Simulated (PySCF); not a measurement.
CH7BO2Si, SMILES OB(C[SiH3])O.

The structure is a stationary point at B3LYP-D3(BJ)/def2-SVP. This is a generated structure with no PubChem entry under its InChIKey; it may be hypothetical. Other conformers were not sampled.

Computed with M06-2X/def2-TZVP run with PySCF.

The molecule is in vacuum.

Computed frontier levels, gap, dipole moment and polarisability:
```
Item                                                                                                             Value
---------------------------------------------------------------------------------------------  -----------------------
highest occupied level                                                                                       -10.03 eV
lowest empty level                                                                                             0.69 eV
orbital gap                                                                                                   10.72 eV
dipole moment                                                                                                   2.76 D
quadrupole, principal values (traceless, Buckingham form, about the centre of nuclear charge)  -12.53, 1.59, 10.94 D·Å
mean static polarisability                                                                        59.1 bohr³ (8.76 Å³)
polarisability, principal values                                                                52.0, 58.4, 66.9 bohr³
```
